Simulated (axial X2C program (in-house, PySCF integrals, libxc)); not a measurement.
# What spin–orbit coupling does to SiBr

Calculated with an in-house relativistic program for diatomic molecules. Spin-free means the one-electron spin-free X2C Hamiltonian; two-component (2c) means X2C with spin–orbit coupling and atomic mean-field two-electron Coulomb and Gaunt terms, so the difference of the two also holds small scalar two-electron terms. Basis: Br dyall-cv3z [8s9p6d4f1g], Si dyall-v3z [8s7p2d1f] (cores contracted in-house); Gaussian nuclei, density fitting, unrestricted open shells. Masses: Br 78.918 u, Si 27.977 u.

Spin-free state: M_S = 1/2, Λ = 1 (beyond evenly filled blocks: π+α); fragments Br + Si.

```csv
level,Re (Å),ωe (cm⁻¹),De (eV),μ (D)
PBE0,2.233,421.3,3.825,0.74
HF,2.251,412.8,2.429,1.26
MP2,2.233,427.0,3.717,n/a
CCSD,2.240,421.9,3.477,n/a
CCSD(T),2.242,420.2,3.615,n/a
B3LYP,2.256,401.5,3.729,0.92
```

Correlated methods: 11 electrons correlated (number of frozen shells: Br 3 s, 2 p, 1 d; Si 2 s, 1 p), 183 virtual spin orbitals or spinors in MP2, 90 natural virtuals in coupled cluster.

Dipoles are positive if Si is the positive end.

Problem. Within this multiplet, which Ω should lie lowest by the rule for regular and inverted multiplets?

Solution. The open π shell holds one electron, so the multiplet is regular: Ω = Λ − 1/2 = 1/2. The PBE0 2c search agrees, though Ω = 3/2 of the search lies only 0.06 eV higher.

Two-component determinant lowest at the distance of the search:

Ω = 1/2 (⟨Sz⟩ = -0.50, ⟨Lz⟩ = 1.00 at HF); fragments Br + Si.

```csv
level,Re (Å),ωe (cm⁻¹),De (eV),μ (D)
PBE0,2.233,421.5,3.752,0.71
HF,2.251,413.4,2.291,1.23
MP2,2.233,427.5,3.614,n/a
CCSD,2.240,422.3,3.361,n/a
CCSD(T),2.242,420.6,3.502,n/a
B3LYP,2.256,401.6,3.609,0.89
```

Problem. From the two tables, how do the constants change at the CCSD(T) level (2c against spin-free)?

Solution. At the CCSD(T) level Re is unchanged within 0.001 Å and ωe goes up by 0.4 cm⁻¹; De is not compared, since the atomic limits differ or miss part of their spin–orbit lowering.

The state is a single determinant with fixed occupations, the lowest that a limited PBE0 search found. De is counted from the lowest determinant-based energies of the atoms at the same level, without counterpoise correction. Density functionals use the spin component along the axis (collinear). CCSD and (T) use frozen natural virtuals with an MP2 correction for the truncation; (T) itself is uncorrected, so its De runs slightly low. The 2c atoms are single determinants rather than J levels; their spin–orbit lowering is only partly caught, and De is too large by that part. This holds for PBE0, MP2, CCSD, CCSD(T), B3LYP. The functionals have no current-density term, which raises determinants with orbital currents, atoms included.
